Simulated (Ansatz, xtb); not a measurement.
**Two isomers of AlBClO**

Structure X: `[Al][O][B]Cl`, a doublet. Structure Y: `O=[B][Al][Cl]`, a doublet. Both are isolated molecules in the gas phase, relaxed with B3LYP-D3(BJ)/def2-SVP; the shapes shown needn't be the lowest conformers.

X (Å):

```xyz
4

Al   -0.1076    3.8079   -3.9753
B     0.4484    1.4368   -2.1060
Cl   -0.7815    0.2953   -1.5247
O     0.2085    2.4530   -2.9077
```

Y (Å):

```xyz
4

Al    0.4498    0.9414   -1.9103
B     0.4801    2.8306   -2.8832
Cl   -1.4392    0.0142   -1.6836
O     0.6177    3.9025   -3.4192
```

**Question.** Which of the two would you expect CCSD(T)/def2-SVP + ΔMP2/def2-TZVPP electronic energies to favour?

**Answer.** Structure Y; the calculation gives E(Y) − E(X) = −8.1 kcal/mol.

Level by level:

| level | geometry | E(Y) − E(X) (kcal/mol) | departure from the last row (kcal/mol) | job, with rough time for the two |
| --- | --- | --- | --- | --- |
| GFN2-xTB | GFN2-xTB | −14.4 | −6.3 | optimisation, 0.44 s |
| HF/STO-3G | GFN2-xTB | −24.3 | −16.2 | single point, 3.7 s |
| r2SCAN-D4/def2-SVP | GFN2-xTB | −9.9 | −1.8 | single point, 15 s |
| B3LYP-D3(BJ)/def2-SVP | B3LYP-D3(BJ)/def2-SVP | −6.5 | +1.6 | optimisation, 1.9 min |
| HF/def2-SVP | B3LYP-D3(BJ)/def2-SVP | −4.2 | +3.9 | part of the CCSD(T) run |
| MP2/def2-SVP | B3LYP-D3(BJ)/def2-SVP | −13.5 | −5.4 | part of the CCSD(T) run |
| CCSD(T)/def2-SVP | B3LYP-D3(BJ)/def2-SVP | −10.1 | −2.0 | single point |
| CCSD(T)/def2-SVP + ΔMP2/def2-TZVPP | B3LYP-D3(BJ)/def2-SVP | −8.1 |  | single point, 53 s |

As drawn, Y has 1 B=O, 1 Al–B, 1 Al–Cl in place of 1 Al–O, 1 B–O, 1 B–Cl.

The levels shown agree on the order. The largest departure from CCSD(T)/def2-SVP + ΔMP2/def2-TZVPP is that of HF/STO-3G, 16.2 kcal/mol. The last row adds to CCSD(T) the change of the MP2 difference between the two basis sets, here +2.0 kcal/mol.

With harmonic frequencies from B3LYP-D3(BJ)/def2-SVP (ideal gas, rigid rotor, one conformer each, 298.15 K, 1 atm): on the last row, ΔE + ΔZPE = −7.9, ΔH = −7.8, ΔG = −8.0 kcal/mol.

Open shells are spin-unrestricted. The correlated steps freeze 12 core orbitals. Codes used: Ansatz 0.2.0, xtb 6.7.1; the last row on 1 thread of Intel(R) Xeon(R) Processor @ 2.50GHz (Skylake/Cascade Lake) on a shared host.
